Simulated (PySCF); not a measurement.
Run record: excited-state job, `C=C=C(C)C(=O)C(F)(F)F`.

Method: TDDFT PBE0/def2-SVPD, vertical, gas phase, core orbitals frozen in the response (PySCF 2.14.0, density-fitted response routines). Geometry: GFN2-xTB. A driver script takes a list of jobs; this job's settings line and coordinates (Å) are shown.

Command:
```bash
OMP_NUM_THREADS=1 python probes_run.py task.json out
```

Input:
```
{"job": {"kind": "uv", "xc": "PBE0", "basis": "def2-SVPD", "nstates": 6, "ntriplets": 2}, "charge": 0, "multiplicity": 1}
C     -0.878215     2.056812     0.654120
C     -0.677356     0.848038     0.263679
C     -0.477002    -0.389246    -0.138662
C     -1.594941    -1.342687    -0.456959
C      0.872493    -0.913261    -0.306541
O      1.156358    -2.018668    -0.691078
C      2.004646     0.090636     0.062496
F      1.955730     1.202274    -0.693311
F      3.214085    -0.439259    -0.098220
F      1.915374     0.494172     1.342757
H     -0.951425     2.875381    -0.044002
H     -0.961269     2.308769     1.699240
H     -1.496809    -1.686596    -1.484786
H     -2.560211    -0.864312    -0.322288
H     -1.525872    -2.214064     0.191643
```

Output:
```
coarse grid: 13960 points
cycle   1  E = -604.9553576429  dE =  1.709e+00  |g| = 1.121e+00  |ddm| = 8.623e+00
cycle   2  E = -604.1993129545  dE =  7.560e-01  |g| = 2.307e+00  |ddm| = 4.930e+00
cycle   3  E = -605.1767397216  dE = -9.774e-01  |g| = 3.091e-01  |ddm| = 3.763e+00
cycle   4  E = -605.1938491379  dE = -1.711e-02  |g| = 1.319e-01  |ddm| = 8.566e-01
cycle   5  E = -605.1971246316  dE = -3.275e-03  |g| = 2.870e-02  |ddm| = 2.419e-01
cycle   6  E = -605.1972930890  dE = -1.685e-04  |g| = 1.100e-02  |ddm| = 8.341e-02
cycle   7  E = -605.1973214159  dE = -2.833e-05  |g| = 3.115e-03  |ddm| = 3.694e-02
cycle   8  E = -605.1973234015  dE = -1.986e-06  |g| = 7.815e-04  |ddm| = 9.343e-03
final grid: 140128 points
cycle   9  E = -605.2873828296  dE = -2.862e-05  |g| = 1.241e-02  |ddm| = 1.734e-01
cycle  10  E = -605.2872940644  dE =  8.877e-05  |g| = 2.454e-02  |ddm| = 6.101e-02
cycle  11  E = -605.2874131449  dE = -1.191e-04  |g| = 2.887e-03  |ddm| = 3.804e-02
cycle  12  E = -605.2874148740  dE = -1.729e-06  |g| = 3.261e-04  |ddm| = 6.241e-03
cycle  13  E = -605.2874148891  dE = -1.510e-08  |g| = 1.609e-04  |ddm| = 1.029e-03
cycle  14  E = -605.2874148948  dE = -5.724e-09  |g| = 4.710e-05  |ddm| = 5.518e-04
cycle  15  E = -605.2874148953  dE = -5.141e-10  |g| = 1.336e-05  |ddm| = 1.542e-04
converged SCF energy = -605.2874148953

Static polarisability (au): isotropic 80.597, principal 54.804 73.212 113.774

Singlet excitations
state   eV       nm        f      main configurations
  1   3.8753    319.9   0.00029   H->L 0.94
  2   5.0180    247.1   0.00002   H-2->L 0.92
  3   5.4139    229.0   0.26036   H-1->L 0.92
  4   6.0183    206.0   0.00028   H-1->L+1 0.98
  5   6.8088    182.1   0.22556   H->L+1 0.87
  6   7.3390    168.9   0.00024   H->L+3 0.90

Triplet excitations (Tamm-Dancoff, eV): 3.3556 3.4755
```

The SCF starts on a coarse grid where the log names one; the energy can jump when the final grid takes over, and dE then counts from the start density on the new grid. H and L stand for HOMO and LUMO; the number after each pair is its weight.

Problem. Give S1 in cm⁻¹ and kJ/mol.

Solution. 3.8753 eV × 8065.54 = 31256 cm⁻¹; × 96.485 = 373.9 kJ/mol.

Problem. Give the mean polarisability as a volume in Å³, and the ratio of the largest to the smallest principal value.

Solution. 80.597 au × 0.148185 = 11.94 Å³; 113.774/54.804 = 2.08.

Main results: HOMO -8.16 eV, LUMO -2.36 eV; lowest singlet 3.88 eV; lowest triplet 3.36 eV (Tamm–Dancoff); mean polarisability 80.6 au.

Time: 59 s of wall time; peak memory 1.0 GiB. Hardware: Arm Neoverse V1, one thread, no GPU, on a shared host.

One conformer stands for the species.
Labels such as C1 count atoms from 1, the log's own numbers from 0.
